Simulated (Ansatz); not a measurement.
Consider the hydrogenolysis of the Si–C bond: `[NH2][GaH][SiH2]C=O` + H₂ → `[NH2][GaH][SiH3]` + `C=O`.

Program: Ansatz. Geometries: PBE0-D4/def2-TZVP. ΔE: electronic, gas phase. CCSD(T)/CBS is the MP2 limit (def2-TZVPP, def2-QZVPP) plus CCSD(T) − MP2 in def2-TZVPP, frozen cores. This one scheme is used for every species. Functionals use def2-TZVPP. B3LYP here is the variant with VWN-RPA as its local correlation; programs differ in this. For Ga outer-core shells are correlated without core-valence functions, which leaves a few kJ/mol of doubt a bond. Scalar relativity is left out up to krypton. One conformer a species, not always the lowest.

(1) Is it downhill or uphill in electronic energy at CCSD(T)/CBS, and by how much? (An estimate is asked.)

(2) What do these levels give: B3LYP-D4, B2PLYP, PBE, r2SCAN, CCSD/def2-TZVPP, CCSD/CBS(def2)? (Best estimate.)

Largest T1 diagnostic among the species: 0.016.

## Answers

(1) Computed: Downhill: ΔE = -36.7 kJ/mol.

(2) The calculation gave: B3LYP-D4 -33.1, B2PLYP -40.1, PBE -29.3, r2SCAN -29.7, CCSD/def2-TZVPP -46.4, CCSD/CBS(def2) -42.7 kJ/mol.

In def2-TZVPP, CCSD(T) changes the Hartree–Fock value by +24.7 kJ/mol (the triples alone add +6.0 kJ/mol) and MP2 by +28.5 kJ/mol. The D4 term adds +8.4 kJ/mol with B3LYP and +4.7 kJ/mol with PBE0; it sums over pairs of atoms, weighted by their polarisabilities, and B3LYP, whose exchange is more repulsive, gets the larger term. From PBE to PBE0 (25 % exact exchange), in def2-TZVPP and without D4, ΔE moves by −9.6 kJ/mol.
